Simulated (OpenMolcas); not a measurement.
# Pm3+: moving or changing the point charges

Pm3+ among 7 point charges of -1.5 e arranged as a pentagonal bipyramid (D5h), 2.43 Å from the ion, with the axial distance 2.576 Å.
```
   2.4300    0.0000    0.0000  -1.50
   0.7509    2.3111    0.0000  -1.50
  -1.9659    1.4283    0.0000  -1.50
  -1.9659   -1.4283    0.0000  -1.50
   0.7509   -2.3111    0.0000  -1.50
   0.0000    0.0000    2.5758  -1.50
   0.0000    0.0000   -2.5758  -1.50
```

| Item | Value |
| --- | --- |
| Program | OpenMolcas 26.06 |
| Method | CASSCF |
| Basis | ANO-RCC-VDZP [7s6p4d2f1g] |
| Scalar Hamiltonian | DKH2, point nucleus |
| Active space | 4 electrons in 7 orbitals (4f) |
| State averaging | 2S+1 = 5 even, 35 roots (33 in the spin-orbit step); 2S+1 = 3 even, 117 roots kept (CI in the orbitals of an earlier block, 106 in the spin-orbit step); 2S+1 = 1 even, 75 roots kept (CI in the orbitals of an earlier block, 31 in the spin-orbit step) |
| Spin-orbit coupling | state interaction with AMFI integrals over the reference wave functions |

Runs around this geometry, states. Energies in cm-1 above the lowest state or level, χT in cm3 K/mol.

| R (Å) | q (e) | Ground state | First state of that spin | First gap with spin-orbit (degeneracies) | Width of lowest J | χT at 300 K |
| --- | --- | --- | --- | --- | --- | --- |
| 2.43 | -0.75 | 2S+1 = 5 | 23.3 | 1.1 (2, 2) | 163 | 0.998 |
| 2.43 | -1.5 | 2S+1 = 5 | 42.1 | 1.1 (2, 2) | 318 | 0.988 |
| 2.6 | -1.5 | 2S+1 = 5 | 38.0 | 14.5 (2, 2) | 261 | 0.993 |
| 2.92 | -1.5 | 2S+1 = 5 | 10.6 | 23.9 (2, 2) | 185 | 0.998 |

Taking the width of the lowest J multiplet as R^-n, n = -ln(185 / 318) / ln(2.92 / 2.43) = 2.9 between the shortest and longest distance.

Scaling the charges by -0.75 / -1.5 = 0.50 scales the width of the lowest J multiplet by 163 / 318 = 0.51; with fixed orbitals a first-order splitting would follow the charge.

High states are left out of the spin-orbit mixing, which shifts the levels that they would mix with. This is an electrostatic model: the charges have no orbitals. An unlabelled pair can be two single states that coincide in this model. No measured value stands beside these numbers.

A state without a sure symmetry label is named by its multiplicity alone.
